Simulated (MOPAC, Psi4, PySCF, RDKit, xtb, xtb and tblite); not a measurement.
Two geometries of SMILES FCCc1ccccc1, relaxed at GFN2-xTB with one dihedral held; other torsions can differ between them too.

Structure A

```
18

F      3.7651    -0.4486     0.5202
C      2.4732    -0.0463     0.7696
C      1.5434    -0.6666    -0.2634
C      0.1186    -0.1825    -0.2053
C     -0.7138    -0.4453    -1.2895
C     -2.0356    -0.0420    -1.2869
C     -2.5513     0.6362    -0.1951
C     -1.7342     0.9017     0.8885
C     -0.4098     0.4943     0.8857
H      2.2426    -0.3738     1.7880
H      2.4699     1.0472     0.7109
H      1.9520    -0.4548    -1.2555
H      1.5570    -1.7542    -0.1369
H     -0.3160    -0.9730    -2.1448
H     -2.6644    -0.2554    -2.1388
H     -3.5828     0.9550    -0.1901
H     -2.1272     1.4292     1.7453
H      0.2053     0.7111     1.7451
```

Structure B

```
18

F     -3.6836    -0.3724     0.7289
C     -2.3671     0.0201     0.7647
C     -1.5753    -0.6778    -0.3383
C     -0.1332    -0.2577    -0.2856
C      0.7066    -0.7572     0.7027
C      2.0263    -0.3502     0.7781
C      2.5235     0.5661    -0.1334
C      1.6944     1.0707    -1.1199
C      0.3736     0.6629    -1.1925
H     -1.9868    -0.2389     1.7579
H     -2.3569     1.1075     0.6356
H     -2.0146    -0.4219    -1.3039
H     -1.6624    -1.7577    -0.1967
H      0.3260    -1.4789     1.4115
H      2.6690    -0.7492     1.5490
H      3.5540     0.8837    -0.0757
H      2.0763     1.7845    -1.8349
H     -0.2689     1.0604    -1.9652
```

Task: Which is lower in energy at the level B3LYP-D3(BJ)/def2-SVP // GFN2-xTB (Psi4 1.11), and by how much?

Result: B is lower, by 1.58 kcal/mol (dihedral C2–C3–C4–C5: 165° in A, 75° in B).

E(B) − E(A) in kcal/mol at the other levels, on the same two geometries: GFN2-xTB (xtb and tblite) -1.26; MMFF94 // GFN2-xTB (RDKit) -1.40; B3LYP/def2-SVP // GFN2-xTB (Psi4) -1.55; PBE/def2-SVP // GFN2-xTB (Psi4) -1.50; PBE-D3(BJ)/def2-SVP // GFN2-xTB (Psi4) -1.53; UFF // GFN2-xTB (RDKit) -3.57; PM6, restricted, heats of formation // GFN2-xTB (MOPAC) -0.93; PM7, restricted, heats of formation // GFN2-xTB (MOPAC) -1.21; GFN1-xTB // GFN2-xTB (xtb) -1.30; restricted B3LYP/6-31G*, spherical d, density fitting // GFN2-xTB (PySCF) -1.81; restricted B3LYP/3-21G, density fitting // GFN2-xTB (PySCF) -2.02; restricted MP2 (frozen core)/6-31G*, spherical d // GFN2-xTB (PySCF) -2.13; restricted Hartree-Fock/LANL2DZ, density fitting // GFN2-xTB (PySCF) -1.78.
